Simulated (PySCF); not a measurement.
**Distorted geometries of Ce(SH)3**

Ce(SH)3 (singlet in the valence; each metal's 4f electrons, 1 of them, lie in its core potential, out of spins and levels). PySCF 2.14.0, RKS r2SCAN, Ce lcecp-1-SVP with ECP47, S def2-SVP, H def2-SVP; non-relativistic Hamiltonian with scalar-relativistic core potentials where named; density fitting; no spin-orbit coupling. Relaxed geometry:

```xyz
7

Ce    0.0000    0.0000    0.5643
S     2.6336   -0.3973    0.9943
H     2.9133    0.9195    1.1527
S    -0.9727    2.4794    0.9943
H    -2.2529    2.0632    1.1527
S    -1.6609   -2.0821    0.9943
H    -0.6603   -2.9827    1.1527
```

Question: Order these distorted geometries by energy above the relaxed one, lowest first.
A.
```xyz
7

Ce   -0.0288   -0.0117    0.5596
S     2.6279   -0.2519    0.9360
H     2.9902    1.0026    1.2195
S    -0.8768    2.4731    1.2312
H    -2.2941    2.0543    1.0477
S    -1.4865   -2.0392    0.6599
H    -0.9319   -3.2272    1.3515
```
B.
```xyz
7

Ce   -0.0052    0.0741    0.5360
S     2.6969   -0.3208    0.7813
H     2.9865    0.9036    1.0440
S    -0.9019    2.5374    1.1043
H    -2.4406    2.0104    1.1860
S    -1.4199   -2.2059    1.1817
H    -0.9158   -2.9987    1.1719
```
C.
```xyz
7

Ce    0.0094    0.0337    0.5601
S     2.5833   -0.3041    0.8901
H     2.8685    0.8137    1.2185
S    -1.0185    2.4310    1.0404
H    -2.2025    2.0387    1.0943
S    -1.5344   -2.1199    1.0542
H    -0.7057   -2.8930    1.1478
```

Answer: A (0.71 eV), C (1.55 eV), B (5.79 eV).

Question: Which forces (eV/Å) act in the one that lies 0.71 eV up?

Answer: 
```
Ce   1.81  2.00 -0.15
S   -0.04 -0.58 -0.06
H    0.03  0.47  0.09
S   -2.50 -0.75 -0.37
H    2.27  0.73  0.37
S   -0.75 -3.85  1.35
H   -0.82  1.99 -1.22
```
Forces carry noise of the integration grid, about 0.01 to 0.03 eV/Å.

No frequency check is given that shows the relaxed geometry to be a minimum. An lcecp potential fixes the number of 4f electrons, so in runs with it no electron can move into or out of that shell.
